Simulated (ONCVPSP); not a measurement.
## Ni (Z = 28): excitation energies, all-electron against ONCV

ONCVPSP 4.0.1 input, shortened (lines: element, Z, core and valence counts, functional; n l f; lmax; l rc ep ncon nbas qcut; lloc lpopt rc5 dvloc0; l nproj debl; icmod fcfact rcfact), PBE, scalar-relativistic:

```
  Ni 28.00    3    4        4      upf
    1    0    2.00
    2    0    2.00
    2    1    6.00
    3    0    2.00
    3    1    6.00
    3    2    8.50
    4    0    1.50
    2
    0    1.35    0.00    5    9    8.70
    1    0.90    0.00    4    8   18.60
    2    1.70    0.00    5    9   10.50
    4    5    0.85    3.00
    0    2    0.80
    1    2    2.60
    2    2    0.80
    3    5.25    1.10
```

Energies are relative to the spin-unpolarised reference configuration 3s2 3p6 3d8.5 4s1.5; without spin polarisation the order of configurations can differ from experiment.

```csv
valence configuration,charge,ΔE all-electron (eV),error AE − PS (meV)
3s2 3p6 3d8 4s2,0,1.183,+12
3s2 3p6 3d8 4s1,+1,10.506,+3.0
3s2 3p6 3d8 4s0,+2,27.857,-4.4
```

Q: What are ΔE and the potential's error for 3s2 3p6 3d7 4s2?

A: ΔE = 17.303 eV all-electron; the error (AE − PS) is +146 meV.

Levels in the configuration 3s2 3p6 3d7 4s2:

```tsv
level	all-electron (eV)	pseudo (eV)
3s	-127.176	-126.999
3p	-87.322	-87.201
3d	-24.001	-23.732
4s	-14.992	-15.014
```
